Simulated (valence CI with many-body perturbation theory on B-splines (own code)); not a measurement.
Hyperfine factors and g values of I XLVIII

Computed by valence CI with perturbative core correlation (CI+MBPT): four valence electrons over a frozen Dirac-Fock core [He], a basis of 11 s, 11 p, 9 d, 7 f, 5 g, 2 h, 1 i functions for each j, with the one-electron correlation potential Σ1 (screened to all orders), the two-electron term Σ2, the three-electron term Σ3, Breit, model QED; selected single and double excitations, second order for the rest (own B-spline code, finite nucleus).

No measured spectrum was set against this ion. As an estimate, large intervals hold to a few tenths of a per cent, small ones and those within an open d or f shell to about a per cent. Among the levels kept, up to 260 cm⁻¹ of a level comes from second order outside the variational space, and about a tenth of that is noise between levels of different J, which matters for small intervals.

A/g_I is the dipole constant over the nuclear g factor μ/I (μ in nuclear magnetons, uniformly magnetised nucleus), B/Q the quadrupole constant per barn. Both hold the static response of the core; the bare values leave it out. Large factors of s and p1/2 electrons are usually good to 5 to 10 %; those of open d and f shells near neutrality can be off by tens of per cent, and small factors of p3/2, d and f electrons come from cancelling terms and can be off by a factor of two or in sign, in half-filled shells by more. B is blank for J = 1/2, where it vanishes, and for nearly pure S terms. Energies count from the lowest level. Levels with J = 0 are left out.

Levels are named by their leading jj configuration (3d3/2^4 stands for four electrons in 3d with j = 3/2), which in mixed levels can hold well under half, so a name can repeat and another be missing. Letters in brackets count levels of one name in rising energy.

```csv
Level,E (× 10³ cm⁻¹),g,A/g_I (MHz),A/g_I bare,B/Q (MHz/b),B/Q bare
(2s^2 2p1/2 2p3/2) J=1,2462.1,1.485,-112000,-98900,273000,274000
(2s^2 2p1/2 2p3/2) J=2,2586.6,1.168,679000,682000,469000,470000
(2s 2p1/2^2 2p3/2) J=2,3919.5,1.579,1630000,1620000,471000,472000
(2s 2p1/2^2 2p3/2) J=1,4400.9,1.077,-1060000,-1030000,359000,360000
(2s^2 2p3/2^2) J=2,5146.6,1.295,294000,301000,74900,75100
(2s 2p1/2 2p3/2^2) J=2 [a],6260.0,1.539,1210000,1210000,211000,212000
(2s 2p1/2 2p3/2^2) J=3,6535.7,1.314,1470000,1470000,-1400,-1430
(2s 2p1/2 2p3/2^2) J=1 [a],6943.3,1.292,-690000,-664000,-316000,-317000
(2s 2p1/2 2p3/2^2) J=2 [b],7025.6,1.075,-30700,-14500,-144000,-144000
(2s 2p1/2 2p3/2^2) J=1 [b],7054.3,1.358,2970000,2940000,148000,149000
(2p1/2^2 2p3/2^2) J=2,8597.9,1.335,264000,280000,67300,67400
(2s 2p3/2^3) J=2,9295.9,1.403,1680000,1670000,-544000,-545000
(2s 2p3/2^3) J=1,9745.9,1.203,-1100000,-1060000,-189000,-189000
(2p1/2 2p3/2^3) J=1,11134,1.485,-134000,-111000,-270000,-271000
(2p1/2 2p3/2^3) J=2,11265,1.129,680000,685000,-610000,-611000
(2s^2 2p1/2 3s) J=1,38980,1.323,1790000,1770000,-11700,-11700
(2s^2 2p1/2 3p1/2) J=1,39403,0.653,1230000,1220000,-2770,-2770
(2s^2 2p1/2 3p3/2) J=1,40152,1.728,1430000,1410000,56800,56900
(2s^2 2p1/2 3p3/2) J=2,40258,1.159,536000,535000,147000,147000
(2s 2p1/2^2 3s) J=1,40374,1.860,1880000,1860000,19700,19700
(2s^2 2p1/2 3d3/2) J=2,40623,0.753,513000,509000,35800,36200
(2s 2p1/2^2 3p1/2) J=1,40702,1.169,1690000,1670000,5930,5990
(2s^2 2p1/2 3d3/2) J=1,40829,1.091,1000000,989000,-1000,-919
(2s^2 2p1/2 3d5/2) J=2,40913,1.281,-274000,-272000,27600,27900
(2s^2 2p1/2 3d5/2) J=3,40936,1.105,331000,329000,19300,19700
(2s 2p1/2^2 3p3/2) J=2,41568,1.537,1380000,1360000,191000,192000
(2s 2p1/2^2 3p3/2) J=1,41607,1.103,-1250000,-1230000,85500,85600
(2s^2 2p3/2 3s) J=2,41618,1.490,724000,724000,505000,506000
(2s^2 2p3/2 3s) J=1,41662,1.137,-103000,-88500,279000,280000
(2s 2p1/2^2 3d3/2) J=1,41932,0.432,-1360000,-1350000,11200,11300
(2s 2p1/2^2 3d3/2) J=2,41967,1.166,1320000,1310000,27100,27300
```

Problem. Take the isotope of mass number 127, with I = 5/2, μ = 2.8087 μN and Q = -0.688 b. What is the hyperfine structure of (2s^2 2p3/2^2) J=2?

Solution. From the table A = 330000 MHz, B = -51500 MHz. Shifts from the centre of gravity in MHz: F = 1/2: -2350000, F = 3/2: -1830000, F = 5/2: -977000, F = 7/2: 187000, F = 9/2: 1640000.
